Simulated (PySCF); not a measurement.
C₃Si, SMILES [C]1[c+]2[si-2][c+]21 (connectivity only; charge and spin as stated), neutral, multiplicity 1. Geometry optimised at r2SCAN-D4/def2-TZVP.

TDA-PBE/def2-SVPD (PySCF) puts the lowest singlet excitations at 0.91, 2.85, 2.86, 3.64, 3.76, 4.67 eV.

Problem. What are the lowest excitation roots from ADC(2)/aug-cc-pVDZ in PySCF? (Estimate from the structure and the level; the computed values follow.)

Solution. 1.70, 3.48, 3.68, 4.01, 4.71, 5.41 eV. S1 differs by 0.80 eV (second minus first; roots are paired by order, and the bases may differ).
